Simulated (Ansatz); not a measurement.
`[F][Al]([Cl])[Br]` → `[Cl][Al][Br]`• + F•  (homolysis of the Al–F bond)

Gas-phase electronic energies from Ansatz, PBE0-D4/def2-TZVP geometries. CCSD(T)/CBS is the MP2 limit (def2-TZVPP, def2-QZVPP) plus CCSD(T) − MP2 in def2-TZVPP, frozen cores. This one scheme is used for every species, atoms too. Functionals use def2-TZVPP. Open shells (•) are unrestricted, without spin–orbit coupling. Spin–orbit coupling would lower the free atoms: a little for F. For Br outer-core shells are correlated without core-valence functions, so the limit isn't a true one: a few kJ/mol of doubt a bond, and 10 to 20 or more in all where bonds break to atoms. Scalar relativity is left out up to krypton.

```csv
level,ΔE (kJ/mol),difference from CCSD(T)/CBS
r2SCANh-D4,623.8,-33.3
PBE,632.6,-24.5
BLYP,627.7,-29.4
r2SCANh,623.2,-33.9
r2SCAN0,612.6,-44.5
CAM-B3LYP,641.0,-16.1
HF/def2-SVP,476.7,-180.4
MP2/def2-SVP,641.3,-15.8
CCSD(T)/def2-TZVPP,636.5,-20.6
HF/CBS(def2),486.2,-170.9
CCSD(T)/CBS,657.1,0
```

Largest T1 diagnostic among the species: 0.010.

From BLYP to BHLYP (50 % exact exchange), in def2-TZVPP and without D4, ΔE moves by −22.4 kJ/mol: exact exchange takes away binding that semilocal exchange gives to molecules. In def2-TZVPP, CCSD(T) changes the Hartree–Fock value by +154.3 kJ/mol (the triples alone add +8.4 kJ/mol) and MP2 by +185.4 kJ/mol; breaking electron pairs costs correlation energy, which Hartree–Fock lacks.

CCSD(T)/CBS has its own doubt, a few kJ/mol and more with outer-core shells, so smaller differences from it don't rank the levels.
